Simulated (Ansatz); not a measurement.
Cartesian coordinates (Å):
```xyz
6

O     -0.9542     1.0008     0.1683
B     -0.2254    -0.1182    -0.0207
O      1.1307    -0.0801    -0.0108
Cl    -1.0908    -1.6405    -0.2827
H     -0.3989     1.7746     0.3018
H      1.5386    -0.9364    -0.1559
```
Charge 0, spin multiplicity 1.

All values below come from Ansatz (a program for electronic structure) with frozen-core CCSD(T)/cc-pVTZ // PBE0-D3(BJ)/def2-TZVP.

```yaml
HF energy: -635.32993 Ha
MP2 correlation energy: -0.76365 Ha
```

### Question
Estimate the CCSD correlation energy, the (T) correction, the total energy and the T1 diagnostic.

### Answer

```yaml
CCSD correlation energy: -0.78411 Ha
"(T) correction": -0.02984 Ha
CCSD(T) total energy: -636.14388 Ha
T1 diagnostic: 0.011
```
